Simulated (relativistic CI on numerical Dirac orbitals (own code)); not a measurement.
One change at a time: Ir⁵⁷⁺

Base calculation: Dirac-Coulomb-Breit CI, KLI orbitals optimised for each configuration, model QED, unscaled Slater integrals.

Configuration list (outside the closed core [Ne]): 3s2.3p6.3d2, 3s2.3p5.3d3, 3s.3p6.3d3, 3s2.3p6.3d.4s, 3s2.3p6.3d.4p, 3s2.3p6.3d.4d, 3s2.3p5.3d2.4s, 3s2.3p6.3d.4f, 3s2.3p5.3d2.4p, 3s2.3p5.3d2.4d, 3p6.3d4, 3p5.3d5, 3p5.3d4.4s, 3p6.3d3.4s, 3p5.3d3.4s2. Double excitations out of closed p, d and f shells are left out; levels of such configurations are missing from the list, as are those of other unlisted configurations, and high levels can miss mixing partners. These lack a partner that the ground configuration has and come out too high: 3s2.3p5.3d2.4p, 3s2.3p5.3d2.4d.

Variants: (1) P86 correlation estimate; (2) one mean potential for all configurations; (3) only the first configuration. Shifts of the energy above 3s2.3p6.3d2 3F_2, in eV, for the lowest level and the first level of each name with at least 55 % of one term (blank where a level changes its place among those of its configuration and J or its character, or is not in the variant):

```
            Level     Base    Δ(1)    Δ(2)    Δ(3)
 3s2.3p6.3d2 3F_2    0.000   0.000   0.000   0.000
 3s2.3p6.3d2 3P_0   25.574   0.000  -0.003  +0.309
 3s2.3p6.3d2 3F_3   87.578   0.000  +0.013  -0.089
 3s2.3p6.3d2 1G_4  102.425   0.000  +0.012  -0.017
 3s2.3p6.3d2 3P_1  104.204   0.000  +0.010  +0.391
 3s2.3p6.3d2 3F_4  183.938   0.000  +0.025  -0.050
 3s2.3p6.3d2 1S_0  219.744   0.000  +0.019  +0.200
3s2.3p5.3d3 3I°_7  472.343  +0.461  -0.131        
3s2.3p5.3d3 3P°_1  473.774  +0.462  -0.130
```

At this charge energies of transitions that change n are usually good to better than 1 %, and those within a shell (Δn = 0) to a few per cent.

Ionisation energy from the two ground configurations alone: base 5765.17 eV; P86 correlation estimate 5767.06 eV. The NIST ASD value (theoretical) is 5765 eV.

LS names give the leading component of a level, which can be under half, so a name can repeat, a term be missing and a line seem to break the LS rules.
